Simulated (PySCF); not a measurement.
**CuB: input and log**

State: ¹Σ⁺ (singlet), closed shell.

An equivalent input (the run itself took its basis sets from the Basis Set Exchange, started from a PBE0 density and held the occupation σ 9α 9β, πx 3α 3β, πy 3α 3β, δx 1α 1β, δy 1α 1β):

```python
from pyscf import gto, dft
mol = gto.M(atom='Cu 0 0 0; B 0 0 1.962', basis={'Cu': 'def2-TZVPP', 'B': 'def2-TZVPP'},
            charge=0, spin=0, verbose=4, symmetry='C2v')
mf = dft.UKS(mol, xc='LC_WPBE')
mf.grids.atom_grid = (80, 434)
mf.grids.prune = dft.gen_grid.treutler_prune
mf.irrep_nelec = {'A1': (10, 10), 'A2': (1, 1), 'B1': (3, 3), 'B2': (3, 3)}
mf.conv_tol = 1e-9
mf.max_cycle = 60
mf.diis_space = 10
mf.kernel()
```

The log (some set-up lines and the per-cycle HOMO/LUMO lines removed):

```
******** <class 'pyscf.dft.uks_symm.SymAdaptedUKS'> ********
method = SymAdaptedUKS
damping factor = 0
level_shift factor = 0
DIIS = <class 'pyscf.scf.diis.CDIIS'>
diis_start_cycle = 1
diis_space = 10
diis_damp = 0
SCF conv_tol = 1e-09
SCF conv_tol_grad = None
SCF max_cycles = 60
number electrons alpha = 17  beta = 17
Set gradient conv threshold to 3.16228e-05
init E= -1664.96253942004
cycle= 1 E= -1664.96361959549  delta_E= -0.00108  |g|= 0.0945  |ddm|= 0.0957
cycle= 2 E= -1664.956292137  delta_E= 0.00733  |g|= 0.246  |ddm|= 0.111
cycle= 3 E= -1664.96554477772  delta_E= -0.00925  |g|= 0.0117  |ddm|= 0.0634
cycle= 4 E= -1664.96564566108  delta_E= -0.000101  |g|= 0.00456  |ddm|= 0.0177
cycle= 5 E= -1664.96568961236  delta_E= -4.4e-05  |g|= 0.00126  |ddm|= 0.0137
cycle= 6 E= -1664.96569620664  delta_E= -6.59e-06  |g|= 0.0011  |ddm|= 0.00558
cycle= 7 E= -1664.96569741207  delta_E= -1.21e-06  |g|= 0.00011  |ddm|= 0.00332
cycle= 8 E= -1664.965697434  delta_E= -2.19e-08  |g|= 3.38e-05  |ddm|= 0.000327
cycle= 9 E= -1664.96569743551  delta_E= -1.51e-09  |g|= 8.94e-06  |ddm|= 8.51e-05
cycle= 10 E= -1664.96569743564  delta_E= -1.36e-10  |g|= 1.85e-06  |ddm|= 2.99e-05
Extra cycle  E= -1664.96569743564  delta_E= -2.27e-13  |g|= 2.83e-06  |ddm|= 4.9e-06
converged SCF energy = -1664.96569743564  <S^2> = -1.7763568e-14  2S+1 = 1
```

Repeating this along the bond gives Re = 1.947 Å and ωe = 519 cm⁻¹.

A point of this curve took 3.1 CPU seconds beside 0.78 for the integrals, on Arm Neoverse V1 (shared host).
